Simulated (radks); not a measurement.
Q: The mean radii <r> (bohr) of the occupied orbitals of an atom or ion are listed with their occupations. Calculated with a radial shooting solver on a logarithmic mesh with Libxc functionals: non-relativistic Kohn-Sham, PBE, spin-polarised, spherical densities, point nucleus.

orbital  occ.      <r>
1s up       1  0.06706
1s down     1  0.06706
2s up       1   0.3109
2s down     1   0.3109
2p up       3   0.2751
2p down     3   0.2751
3s up       1   0.9178
3s down     1   0.9168
3p up       3   0.9553
3p down     3   0.9528
4s up       1    2.332
4p up       1    2.568

Name the element and its charge. Open shells, if any, are filled with parallel spins first.

A: Z = 23, vanadium, charge +3: V3+ in [Ar] 4s1 4p1. The 1s radius gives Z: for a bare nucleus <r> = 1.5/Z, 0.06522 bohr for Z = 23, and screening makes it slightly larger (0.06706 here). The occupations add up to 20, and the charge is Z minus that.
